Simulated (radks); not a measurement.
Task: Si+, configuration [Ne] 3s2 3p1 (the NIST ground configuration). All-electron calculation, non-relativistic Kohn-Sham, PBE, spin-unpolarised, spherical densities, point nucleus. Program: a radial shooting solver on a logarithmic mesh with Libxc functionals. Some entries of the table are withheld. Estimate them.

orbital  occ.  eigenvalue (Ry)  <1/r> (bohr^-1)  <r> (bohr)
1s          2              (1)            13.57         (2)
2s          2        -10.90320            2.568      0.5696
2p          6         -7.72536            2.458         (3)
3s          2         -1.39537           0.6572       2.062
3p          1         -0.85754           0.5434       2.458

Result: 
(1) 1s eigenvalue (Ry): -131.6269
(2) 1s <r> (bohr): 0.1116
(3) 2p <r> (bohr): 0.5377
